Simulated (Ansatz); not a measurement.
Reaction (formal exchange of groups at a Mo–F bond): `[O]=[Mo](=[O])([F])[F]` + CH₄ → `[CH3][Mo](=[O])(=[O])[F]` + H–F

Program: Ansatz. Geometries: PBE0-D4/def2-TZVP. ΔE: electronic, gas phase. CBS: MP2 limit from def2 TZ/QZ plus the TZ coupled-cluster correction, frozen cores. This one scheme is used for every species. Functionals use def2-TZVPP. B3LYP here is the variant with VWN-RPA as its local correlation; programs differ in this. HSE06 is defined as in plane-wave codes. Elements past krypton have def2 core potentials. For Mo outer-core shells are correlated without core-valence functions, which leaves a few kJ/mol of doubt a bond.

`[O]=[Mo](=[O])([F])[F]`:

```xyz
5

O    -0.694   -1.453    0.450
Mo   -0.003   -0.006    0.015
O     0.381    0.781    1.429
F    -1.209    0.994   -0.940
F     1.525   -0.316   -0.954
```

CH₄:

```xyz
5

C     0.000    0.000    0.000
H    -0.565    0.160    0.918
H     0.650    0.855   -0.180
H    -0.690   -0.114   -0.836
H     0.604   -0.901    0.098
```

`[CH3][Mo](=[O])(=[O])[F]`:

Cartesian coordinates in Å:
```
C -0.061 -0.189 1.082
Mo 0.055 0.168 -0.976
O 1.603 -0.275 -1.418
O -1.017 -0.904 -1.675
F -0.334 1.937 -1.329
H 0.164 -1.233 1.306
H 0.664 0.454 1.590
H -1.075 0.043 1.420
```

H–F:

Cartesian coordinates in Å:
```
F 0.273 -0.344 0.138
H -0.273 0.344 -0.138
```

```
             level  ΔE (kJ/mol)  difference from CCSD(T)/CBS
       LDA (SPW92)        129.4                         14.3
            PBE-D4        134.4                         19.3
           BLYP-D4        141.1                         26.0
         r2SCAN-D4        142.3                         27.2
            B97M-V        149.1                         34.0
           PBE0-D4        125.9                         10.8
          B3LYP-D4        134.3                         19.2
        r2SCANh-D4        137.4                         22.3
        r2SCAN0-D4        130.7                         15.6
          HSE06-D4        125.6                         10.5
          BHLYP-D4        128.4                         13.3
      CAM-B3LYP-D4        138.2                         23.1
           ωB97X-V        136.8                         21.7
           ωB97M-V        130.4                         15.3
            B2PLYP        137.0                         21.9
          PBE-QIDH        124.8                          9.7
               PBE        138.3                         23.2
            revPBE        141.0                         25.9
              BLYP        148.7                         33.6
             B3LYP        140.4                         25.3
           r2SCANh        138.6                         23.5
           r2SCAN0        132.0                         16.9
             HSE06        128.9                         13.8
         CAM-B3LYP        141.8                         26.7
           LC-ωPBE        139.8                         24.7
RPA@PBE/def2-TZVPP        122.3                          7.2
       HF/def2-SVP        135.5                         20.4
      MP2/def2-SVP        149.0                         33.9
     CCSD/def2-SVP        133.5                         18.4
  CCSD(T)/def2-SVP        137.6                         22.5
     HF/def2-TZVPP        132.5                         17.4
    MP2/def2-TZVPP        123.2                          8.1
SCS-MP2/def2-TZVPP        127.6                         12.5
   CCSD/def2-TZVPP        116.7                          1.6
CCSD(T)/def2-TZVPP        118.6                          3.5
     HF/def2-QZVPP        133.8                         18.7
    MP2/def2-QZVPP        121.7                          6.6
SCS-MP2/def2-QZVPP        126.3                         11.2
     MP2/CBS(def2)        119.7                          4.6
    CCSD/CBS(def2)        113.2                         -1.9
       CCSD(T)/CBS        115.1                            0
```

Largest T1 diagnostic among the species: 0.025, so the coupled-cluster value is less sure than usual.

The D4 term adds −6.2 kJ/mol with B3LYP and −3.4 kJ/mol with PBE0; it sums over pairs of atoms, weighted by their polarisabilities, and B3LYP, whose exchange is more repulsive, gets the larger term. From PBE to PBE0 (25 % exact exchange), in def2-TZVPP and without D4, ΔE moves by −9.0 kJ/mol.
